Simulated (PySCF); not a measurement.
Screening by computed properties: pick the candidate that meets the target.

Each SMILES stands for a single optimised conformer of the isolated species, non-relativistic unless stated; the electronic structure was computed with PySCF and density fitting.

The conformers computed, where there is a choice (atom-mapped SMILES and torsion angles):
- `[O:1]=[C:2]([OH:3])[CH:4]=[C:5]1[CH:6]=[CH:7]1`: O1–C2–C4–C5 180°, H–O3–C2–O1 0°
- `[CH3:1][O:2][c:3]1[cH:4][cH:5][c:6]([F:7])[cH:8][cH:9]1`: C1–O2–C3–C4 180°

(1) Wanted: HOMO–LUMO gap below 6.2 eV (PBE0/pcSseg-1) and dipole moment below 4 D (PBE0/pcSseg-1), at GFN2-xTB geometries. Which candidate meets both?
A. `CC(C)Cl`
B. `O=C(O)C=C1C=C1`
C. `N=C=C`
D. `C=C(Cl)C#N`
E. `COC1=CC=C(F)C=C1`

## Answers

(1) E. Computed values:
| species | HOMO–LUMO gap | dipole moment |
| --- | --- | --- |
| O=C(O)C=C1C=C1 | 5.62 eV | 5.11 D |
| COC1=CC=C(F)C=C1 | 5.96 eV | 2.54 D |
| C=C(Cl)C#N | 6.36 eV | 3.55 D |
| N=C=C | 6.79 eV | 1.47 D |
| CC(C)Cl | 9.31 eV | 2.24 D |
